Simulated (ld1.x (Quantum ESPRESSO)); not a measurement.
# Configuration tests for Mg (PAW)

magnesium, PAW, made with ld1.x (Quantum ESPRESSO) 7.5 (LDA (PZ), non-relativistic). Core [He], reference 2s2 2p6 3s2 3p0. Waves: 2s (bound): rcut 1.00, rcutus 1.30 bohr; 3s (bound): rcut 1.00, rcutus 1.30 bohr; 2p (bound): rcut 1.05, rcutus 1.10 bohr; 3p (bound, empty): rcut 1.05, rcutus 1.10 bohr; 3d channel at 0.05 Ry: rcut 0.85, rcutus 1.05 bohr; 3d channel at 0.5 Ry: rcut 0.85, rcutus 1.05 bohr. Local part: all-electron potential smoothed inside 1.15 bohr (lloc = -1). Core correction: a·sin(br)/r model core, default radius (ld1.x builds one for every PAW set, though the input has nlcc=.false.). Augmentation charge: PSQ, inside the norm-conserving radii.

Energies are relative to the spin-unpolarised reference configuration 2s2 2p6 3s2 3p0; without spin polarisation the order of configurations can differ from experiment. Spin-polarised rows fill each open shell by Hund’s rule, majority spin first.

(1) Give the all-electron excitation energy and the error of the potential for: 2s2 2p6 3s1 3p0; 2s2 2p6 3s0 3p0; 2s2 2p6 3s1.5 3p0; 2s2 2p6 3s0 3p1; 2s1 2p6 3s2 3p0; 2s2 2p6 3s0 3p2; 2s2 2p6 3s1 3p1; 2s2 2p6 3s1 3p0 (spin-polarised); 2s2 2p6 3s1.5 3p0 (spin-polarised).

Answers

(1)

```tsv
valence configuration	charge	ΔE all-electron (eV)	error AE − PS (meV)
2s2 2p6 3s1 3p0	+1	8.061	+0.6
2s2 2p6 3s0 3p0	+2	23.085	0.0
2s2 2p6 3s1.5 3p0	+0.5	3.187	+0.2
2s2 2p6 3s0 3p1	+1	12.429	0.0
2s1 2p6 3s2 3p0	+1	90.602	+140
2s2 2p6 3s0 3p2	0	7.234	0.0
2s2 2p6 3s1 3p1	0	3.507	+0.1
2s2 2p6 3s1 3p0 (spin-polarised)	+1	7.741	+0.4
2s2 2p6 3s1.5 3p0 (spin-polarised)	+0.5	3.130	+0.1
```
